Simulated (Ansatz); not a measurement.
Basis-set extrapolation for C2H8Al2Si, SMILES `[SiH3][AlH][Al]1[CH2][CH2]1` (PBE0-D4/def2-TZVP geometry, frozen core, Ansatz). Multiplicity 1, RHF reference.

```csv
,def2-TZVPP,def2-QZVPP
HF,-853.130947,-853.156896
MP2 correlation,-0.621089,-0.661896
CCSD(T) correlation,-0.717302,not run
```

Energies in hartree. Use E(X) = E(∞) + A·exp(−7.88·√X) for Hartree–Fock and E(X) = E(∞) + B·X^(−2.97) for correlation, with X = 3 and 4, and add CCSD(T) minus MP2 of the smaller set to the MP2 limit.

Problem. What is the CCSD(T) energy at the basis-set limit?

Solution. HF limit: -853.156896 + (-0.025949) × 0.13774 = -853.16047. MP2 limit: -0.661896 + (-0.040807) × 0.74074 = -0.69212. Higher-order term: -0.717302 − (-0.621089) = -0.09621. Total: -853.94880 hartree, 2.74 eV below CCSD(T)/def2-TZVPP.
